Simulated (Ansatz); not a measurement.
Molecule: C$_{2}$H$_{6}$BO, charge -1, multiplicity 1. It need not be the lowest isomer of its formula. Whether it binds its extra electron was not tested at this geometry. 
Geometry from a B3LYP-D3(BJ)/def2-TZVP (Ansatz, a first-principles code) optimisation:
SMILES: CB(C)[O-]
```xyz
10

B     -0.0590     0.2257     0.0646
C      1.4738    -0.2491    -0.2986
C     -1.1470    -1.0020    -0.0596
O     -0.3731     1.4287     0.4091
H      1.5484    -0.6475    -1.3216
H      1.8200    -1.0585     0.3615
H      2.1783     0.5841    -0.2088
H     -2.1580    -0.6616     0.1866
H     -1.1704    -1.4285    -1.0737
H     -0.8989    -1.8396     0.6094
```
Charge -1, spin multiplicity 1.

Parts of the frozen-core correlation energy in STO-3G (Ansatz, hartree). Frozen orbitals: 4; correlated occupied orbitals by spin: 12 and 12; virtual: 10 and 10. Spin-orbit coupling is left out. No relativistic terms. The restricted reference is unstable.

```csv
term,value
reference (HF),-176.41937
MP2 opposite-spin,-0.17062
MP2 same-spin,…
CCSD correlation,…
(T),…
T1 diagnostic,0.014
largest doubles amplitude,0.170
```

Q: What belongs in the gaps?

A: 
- MP2 same-spin, value: -0.02973
- CCSD correlation, value: -0.25065
- (T), value: -0.00530
